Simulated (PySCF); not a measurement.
AsH⁻: from constants to spectrum

UHF-CCSD(T) constants of AsH⁻, ²Π (doublet), unpaired electrons π ↑ (basis As aug-cc-pVDZ-DK, H aug-cc-pVDZ-DK; spin-free X2C with a Gaussian nucleus; PySCF 2.14; masses 74.9216 and 1.0078 u):

```
ωe              : 2026.3 cm⁻¹
ωexe            : 42.7 cm⁻¹
Be              : 7.0303 cm⁻¹
αe              : 0.222 cm⁻¹
D (centrifugal) : 0.000339 cm⁻¹
```

Task: Give the vibrational terms G(v) and spacings up to v = 5.

Result: G(v) = ωe(v+½) − ωexe(v+½)².

| v | G(v) (cm⁻¹) | G(v) − G(v−1) | Bv (cm⁻¹) |
| --- | --- | --- | --- |
| 0 | 1002 |  | 6.919 |
| 1 | 2943 | 1941 | 6.697 |
| 2 | 4799 | 1856 | 6.475 |
| 3 | 6569 | 1770 | 6.253 |
| 4 | 8254 | 1685 | 6.031 |
| 5 | 9853 | 1599 | 5.809 |

Correlated steps freeze 9 core orbitals. Spin–orbit coupling is left out. The state is the lowest determinant that a PBE0 search found; another state may lie lower at other levels.
